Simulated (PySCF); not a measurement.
# Spin–spin coupling constants

Bonds (- single, = double, # triple, : aromatic): C1-N2 1.441 Å, N2-Ga3 1.816 Å. C1 carries H4, H5, H6; N2 carries H7; Ga3 carries H8, H9.

Couplings: B3LYP/pcJ-1 (pcSseg-1 on Ga) in PySCF 2.14, geometry PBE0-D3(BJ)/def2-SVP; gas phase, one conformer, non-relativistic. Couplings are averaged over pairs made equivalent by symmetry, fast rotation or ring inversion, so a value needn't be that of the named pair in this geometry, while other rotamers aren't included; one pair stands for each set, and the list holds those of at least 0.8 Hz over up to four bonds.

Isotopes: $^{13}$C, $^{1}$H, $^{15}$N.

```
  pair  bonds  J (Hz)
C1, N2      1    -9.1
C1, H4      1   139.2
N2, H7      1       ?
N2, H8      2   -12.7
H4, H5      2   -12.9
H8, H9      2       ?
C1, H8      3     4.2
H4, H7      3       ?
H7, H8      3     2.4
H4, H8      4    -0.8
```

Estimate the withheld couplings, with signs.

## Answers


- $^{1}J$(N2,H7) = -79.7 Hz (bond length 1.015 Å)
- $^{2}J$(H8,H9) = 63.1 Hz (angle at Ga3 128°)
- $^{3}J$(H4,H7) = 8.5 Hz (mean over equivalent pairs that range from 3.3 to 18.5 Hz in this conformer)

Relativistic effects of the heavier atoms present are left out.
